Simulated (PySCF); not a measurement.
**Checking a proposed structure**

A compound C5H7F3O gives the data below (simulated from a calculation) and was assigned the structure `C[C@]1(C(F)(F)F)CCO1`.

$^{13}$C{$^{1}$H} NMR (computed): δ 125.5 (CH), 82.3 (CH), 66.1 (CH), 42.4 (CH2, 2C).

$^{1}$H NMR (300 MHz, computed): δ 6.22 (m, 1H), 4.85 (m, 1H), 3.71 (m, 1H), 2.91 (m, 2H), 2.84 (m, 2H).

No solvent model, single conformer, non-relativistic Hamiltonian, equivalent nuclei averaged. GFN2-xTB geometry; shieldings: GIAO PBE0/pcSseg-1; PySCF 2.14.

δ = σ(ref) − σ, references computed at the same level: $^{1}$H (31.72 ppm), $^{13}$C (186.93 ppm) vs TMS.

**Question.** Compare with the shifts computed for the proposed structure, pairing carbons in order of shift.

**Answer.** Structure with atom numbers: `[CH3:1][C@:2]1([C:3]([F:4])([F:5])[F:6])[CH2:7][CH2:8][O:9]1`; H(Xn) means a hydrogen on atom n.

```json
{"atom": "C3", "computed for proposal": "135.3", "given list": "125.5", "difference": "+9.8"}
{"atom": "C2", "computed for proposal": "85.4", "given list": "82.3", "difference": "+3.1"}
{"atom": "C8", "computed for proposal": "68.1", "given list": "66.1", "difference": "+2.0"}
{"atom": "C7", "computed for proposal": "30.7", "given list": "42.4", "difference": "-11.7"}
{"atom": "C1", "computed for proposal": "23.2", "given list": "42.4", "difference": "-19.2"}
```

The rms difference is 11.1 ppm and the largest -19.2 ppm at C1 (methyl carbon). The proposal also would give 5 carbon signals, not 4. The carbon types in order of shift don't match either: C, C, CH2, CH2, CH3 for the proposal against CH, CH, CH, CH2, CH2 in the data. The proposal doesn't fit.

**Question.** Which isomer fits?

**Answer.** SMILES C(F)(F)O[C@H]1C[C@@H](F)C1.

1. Carbon types of the structure: 3 × CH, 2 × CH2, which accounts for all hydrogens.
2. δC 125.5: sp3 CH bonded to 2 F and O; 3 electronegative neighbours deshield it.
3. δC 82.3: sp3 CH bonded to F; the inductive effect lowers its shielding.
4. δC 66.1: sp3 CH bonded to O; the inductive effect lowers its shielding.
5. δH 6.22: hydrogen on an sp3 CH bonded to 2 F and O; its carbon carries F and O, which withdraws density.

Other isomers checked: COCCC(F)=C(F)F (rms 32.2 ppm).

The shifts were computed for this structure.

Splittings by $^{19}$F in the carbon and heteronuclear signals aren't shown, as no couplings were computed. Shifts are as computed. Against solution values, carbons near 30 ppm lie about +3 ppm off and those near 130 ppm about +5 ppm. Of 1211 compounds with measured shifts, 218 miss one by over three times the rms of a fit or turn the order of signals round; such compounds aren't used in these exercises. Multiplicities follow the n + 1 count of equivalent neighbours, as no J values were calculated; m marks all less simple cases, F and P coupling included.
